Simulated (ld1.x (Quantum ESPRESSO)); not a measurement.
zinc: excitation energies, all-electron against PAW

```
Element                 : Zn
Generator               : ld1.x (Quantum ESPRESSO) 7.5
Type                    : PAW
Functional              : LDA (PZ)
Relativity              : scalar-relativistic
Frozen core             : [Ne]
Valence charge          : 20
Reference configuration : 3s2 3p6 3d10 4s1 4p0 (charge +1)
Partial waves           : 3s (bound): rcut 0.90, rcutus 1.05 bohr; 4s (bound): rcut 0.90, rcutus 1.05 bohr; 3p (bound): rcut 1.00, rcutus 1.15 bohr; 4p (bound, empty): rcut 1.00, rcutus 1.15 bohr; 3d (bound): rcut 1.05, rcutus 1.30 bohr; 3d channel at -0.4 Ry: rcut 1.05, rcutus 1.30 bohr
Local potential         : all-electron potential smoothed inside 0.85 bohr (lloc = -2)
Core correction         : Bessel-smoothed model core inside 1.00 bohr
Augmentation charge     : BESSEL, radius 0.75 bohr
```

Energies are relative to the spin-unpolarised reference configuration 3s2 3p6 3d10 4s1 4p0; without spin polarisation the order of configurations can differ from experiment. Spin-polarised rows fill each open shell by Hund’s rule, majority spin first.

| valence configuration | charge | ΔE all-electron (eV) | error AE − PS (meV) |
| --- | --- | --- | --- |
| 3s2 3p6 3d10 4s2 4p0 | 0 | -10.190 | +0.9 |
| 3s2 3p6 3d10 4s0 4p0 | +2 | 18.769 | -1.8 |
| 3s2 3p6 3d9 4s0 4p0 | +3 | 59.659 | -3.8 |
| 3s2 3p6 3d10 4s0 4p1 | +1 | 6.424 | -0.4 |
| 3s2 3p5 3d10 4s2 4p0 | +1 | 81.725 | -43 |
| 3s2 3p6 3d8 4s0 4p0 | +4 | 121.807 | -6.7 |
| 3s2 3p6 3d10 4s1 4p0 (spin-polarised) | +1 | -0.248 | +0.1 |

Question: What are ΔE and the potential's error for 3s2 3p6 3d9 4s0 4p0 (spin-polarised)?

Answer: ΔE = 59.387 eV all-electron; the error (AE − PS) is -3.9 meV.

Question: What are ΔE and the potential's error for 3s2 3p6 3d9 4s2 4p0?

Answer: ΔE = 8.015 eV all-electron; the error (AE − PS) is -0.3 meV.
